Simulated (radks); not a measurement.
The numbers below are computed, except where a source is named.
Spherical jellium clusters: N electrons in a uniform positive sphere of charge N and radius rs N^(1/3), rs = 2.86 bohr. Level of theory: non-relativistic Kohn-Sham, LDA (Slater exchange, Perdew-Wang correlation), spin-polarised, spherical densities (a radial shooting solver with Libxc functionals). Levels are named by radial order and angular momentum (1s, 1p, 1d, 2s, ...), and open shells are averaged over m.

N = 34, configuration 1s2 1p6 1d10 2s2 1f14. This is the lowest configuration that the search found. Occupied and some empty levels:

level,occupation,eigenvalue (eV),<r> (bohr)
1s,2,-8.2609,5.055
1p,6,-6.8918,6.382
1d,10,-5.3647,7.246
2s,2,-5.0796,6.148
1f,14,-3.6626,7.948
2p,0,-3.0778,7.163
1g,0,-1.8211,8.661
2d,0,-1.2315,9.046

Energy (eV): total -53.0993, kinetic 109.83, external -4000.7, Hartree 1967.2, exchange-correlation -166.46, background 2037.0. Static polarisability (adiabatic kernel): 1109 bohr^3, against R^3 = 795.4 for a classical metal sphere.
